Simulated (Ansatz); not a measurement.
`Cl[Si](Cl)(Cl)[TeH]` + H–F → `F[Si](Cl)(Cl)Cl` + H₂Te at 500 K and 1 bar (ligand exchange at the Si–Te bond).

Gas-phase electronic energies from Ansatz, PBE0-D4/def2-TZVP geometries. CBS: MP2 limit from def2 TZ/QZ plus the TZ coupled-cluster correction, frozen cores. This one scheme is used for every species. def2 core potentials past Kr. For Te outer-core shells are correlated without core-valence functions, which leaves a few kJ/mol of doubt a bond.

```json
{"species": "`Cl[Si](Cl)(Cl)[TeH]`", "CCSD(T)/CBS energy (Eh)": "-1936.91665", "H − E (kJ/mol)": "79.6", "S (J/(mol·K))": "449.0"}
{"species": "H–F", "CCSD(T)/CBS energy (Eh)": "-100.39570", "H − E (kJ/mol)": "39.4", "S (J/(mol·K))": "188.7"}
{"species": "`F[Si](Cl)(Cl)Cl`", "CCSD(T)/CBS energy (Eh)": "-1768.43208", "H − E (kJ/mol)": "59.9", "S (J/(mol·K))": "379.3"}
{"species": "H₂Te", "CCSD(T)/CBS energy (Eh)": "-268.91024", "H − E (kJ/mol)": "48.9", "S (J/(mol·K))": "247.6"}
```

H − E and S are ideal-gas, rigid-rotor, harmonic terms from PBE0-D4/def2-TZVP. 1 Eh = 2625.50 kJ/mol, R = 8.31446 J/(mol·K).

By hand: ΔE, ΔH, ΔS and ΔG.

ΔE = (-1768.43208) + (-268.91024) − (-1936.91665) − (-100.39570) = -0.02997 Eh = -78.7 kJ/mol. Δ(H − E) = 59.9 + 48.9 − 79.6 − 39.4 = -10.2, so ΔH = -88.9 kJ/mol. ΔS = 379.3 + 247.6 − 449.0 − 188.7 = -10.8 J/(mol·K). ΔG = -88.9 − 500 × (-10.8)/1000 = -83.5 kJ/mol.

By hand: the equilibrium constant, and the temperature at which ΔG would vanish if ΔH and ΔS stayed fixed.

log₁₀ K = −ΔG/(RT ln 10) = 8.7. ΔG = 0 at ΔH/ΔS = 8231 K, far beyond where these terms or the molecules hold.

The number of gas molecules stays the same, so ΔS is small and ΔH decides. A doubt of 5 kJ/mol in ΔE shifts log₁₀ K by 0.5 here. These are equilibria of isolated gas molecules and say nothing of rates. Largest T1 diagnostic: 0.010 (customary marks: 0.02 for closed shells, 0.045 for open ones).
